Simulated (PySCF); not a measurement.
Input of a run (PBE0-D3(BJ)/def2-SVP geometry optimisation, gas phase (PySCF 2.14.0)), started from GFN2-xTB:
```
{"job": {"xc": "PBE0", "basis": "def2-SVP", "d3": "d3bj", "grid": 1, "kind": "geom"}, "charge": -1, "multiplicity": 1}
C      2.021724     0.225626    -0.807953
C      0.705052    -0.409707    -0.498129
C     -0.212533     0.082134     0.325135
C     -1.533206    -0.620922     0.570989
C     -2.046123    -1.301652    -0.571814
N     -2.448080    -1.855057    -1.495099
C     -0.137134     1.442147     1.104456
O     -1.246613     1.923152     1.386931
O      0.987593     1.885206     1.363892
H      2.837306    -0.468081    -0.592857
H      2.075900     0.488114    -1.867098
H      2.136622     1.117266    -0.198088
H      0.514921    -1.348210    -1.022904
H     -2.224404     0.179947     0.880348
H     -1.435439    -1.331973     1.400280
```

Output (energies in Eh, forces in Eh/bohr):
```
step   0  E = -436.67371262  max force = 0.023550
step   1  E = -436.67666104  max force = 0.003441
step   2  E = -436.67674296  max force = 0.004258
step   3  E = -436.67679323  max force = 0.003392
step   4  E = -436.67684584  max force = 0.006182
step   5  E = -436.67693544  max force = 0.005301
step   6  E = -436.67702714  max force = 0.003141
step   7  E = -436.67708396  max force = 0.001119
step   8  E = -436.67711120  max force = 0.001791
step   9  E = -436.67715726  max force = 0.001149
step  10  E = -436.67721353  max force = 0.000388
step  11  E = -436.67723645  max force = 0.000883
step  12  E = -436.67724245  max force = 0.000552
step  13  E = -436.67724329  max force = 0.000144
optimisation converged
```

Summarise the run.

The energy falls by 9.3 kJ/mol over 14 energy and gradient evaluations, the largest force component goes from 0.0236 to 1.4e-04 Eh/bohr, and the atoms move by 0.258 Å rms after alignment. The bond that changes most is C4–C5 (sp3 carbon next to a nitrile to nitrile carbon), which lengthens by 0.027 Å. Bonds longer at the end by more than 0.005 Å: 10 of 14; shorter: 1. Among the angles that change most is H14–C4–H15, from 108.3° to 103.7°. Among the dihedrals that turn most is C7–C3–C4–H15, from -94° to -68°. The energy never rose by more than 1e-6 Eh on the way. The first step brought 84 % of the lowering.

What are the final bond lengths?

C1–C2 1.494 Å, C2=C3 1.343 Å, C3–C4 1.514 Å, C4–C5 1.453 Å, C5≡N6 1.160 Å, C3–C7 1.557 Å, C7=O8 1.249 Å, C7–O9 1.244 Å, C1–H10 1.105 Å, C1–H11 1.105 Å, C1–H12 1.100 Å, C2–H13 1.101 Å, C4–H14 1.103 Å, C4–H15 1.104 Å. Numbering counts from 1 in the input's order; the species is `C/C=C(/CC#N)C(=O)[O-]`.

The run used 156 basis functions and 103 SCF cycles in all. Rough CPU time on one thread of a shared machine: about 4 min.

Stationary, but not proved a minimum.

One conformer stands for the species.
